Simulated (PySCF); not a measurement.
## [Zr(Br)4] (charge 0, multiplicity 1)

All values below come from TPSSh-D3(BJ)/def2-TZVP // TPSS-D3(BJ)/def2-SVP (PySCF).

```
Property                                                Result
-------------------------------------  -----------------------
HOMO                                                  -8.27 eV
dipole moment                                           0.00 D
HOMO–LUMO gap                                          4.94 eV
LUMO                                                  -3.33 eV
charge on the central atom (Mulliken)                   1.28 e
total energy                                    -10343.6608 Ha
cost                                   roughly 14 core-minutes
```

```xyz
5

Zr     0.0389    -0.0039     0.0110
Br    -2.0030    -1.2623    -0.6329
Br    -0.0595     2.2813    -0.9568
Br     0.1702     0.1454     2.4869
Br     2.0459    -1.1822    -0.8562
```
Charge 0, spin multiplicity 1.
